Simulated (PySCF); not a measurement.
# Selenium: a sound run and one with changed settings

Sound run: Se⁺ [Ar] 3d10 4s2 4p3, Se²⁺ [Ar] 3d10 4s2 4p2. Computed with PySCF 2.14 in jorge-DZP-DKH (8s6p2d1f, 43 functions), with the spin-free X2C one-electron Hamiltonian (Gaussian nucleus). In the sound run the correlated levels freeze [Ar] 3d10. The sound run starts from symmetry-adapted Hartree-Fock orbitals and uses a fine grid where one is needed.

Changed run: a valence shell is frozen. This setting is unsound on purpose.

| species | method | sound run (hartree) | changed run (hartree) | converged |
| --- | --- | --- | --- | --- |
| Se⁺ | MP2 | -2427.64960 | -2427.62669 | yes |
| Se⁺ | CCSD(T) | -2427.65543 | -2427.62753 | yes |
| Se²⁺ | MP2 | -2426.88091 | -2426.85522 | yes |
| Se²⁺ | CCSD(T) | -2426.88988 | -2426.85553 | yes |

Ionisation energy of Se⁺:

```
 method  sound run (eV)  changed run (eV)
    UHF          20.921            20.921
    MP2          20.917            20.993
SCS-MP2          20.851            20.945
   CCSD          20.831            21.007
CCSD(T)          20.832            21.007
```

Freezing a valence shell removes pair correlation that changes on ionisation.

For comparison, NIST gives 21.196 ± 0.01 eV between the lowest levels.
